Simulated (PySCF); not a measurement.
Tb⁴³⁺: ionisation energy

Tb⁴³⁺ [Ar] 3d4 [3d3/2^4, M_J = 0] → Tb⁴⁴⁺ [Ar] 3d3 [3d3/2^3, M_J = 3/2], as a difference of total energies. Calculation: PySCF 2.14, in an uncontracted even-tempered set (16 s from 9.8 bohr⁻², ratio 2.8; 12 p from 13 bohr⁻², ratio 2.8; 8 d from 13 bohr⁻², ratio 2.8; 3 f from 42 bohr⁻², ratio 3); the two-component X2C-1e Hamiltonian. Correlated levels: [Ne] frozen; the 74 highest virtual spinors dropped. "Screened" scales the spin-orbit matrix elements by Boettger's factors to mimic the two-electron term; Breit and QED terms are absent.

```
                    method  ionisation energy (eV)
           GHF (spin-free)                  3443.6
          GMP2 (spin-free)                  3443.6
 GHF (screened spin-orbit)                  3459.1
GMP2 (screened spin-orbit)                  3460.0
```

Breit and QED terms and the two-electron picture change are absent.

The spin-free rows relax to the high-spin LS determinant and lack the spin-orbit shift.

The labels give the starting determinants; with spin-orbit coupling the two ends relaxed to ⟨J²⟩ = 0.00, ⟨L²⟩ = 2.43, ⟨S²⟩ = 2.43 and ⟨J²⟩ = 3.80, ⟨L²⟩ = 7.96, ⟨S²⟩ = 2.14.

For comparison: 3458 ± 4 eV (theoretical estimate listed by NIST; NIST Atomic Spectra Database, ionization energies).
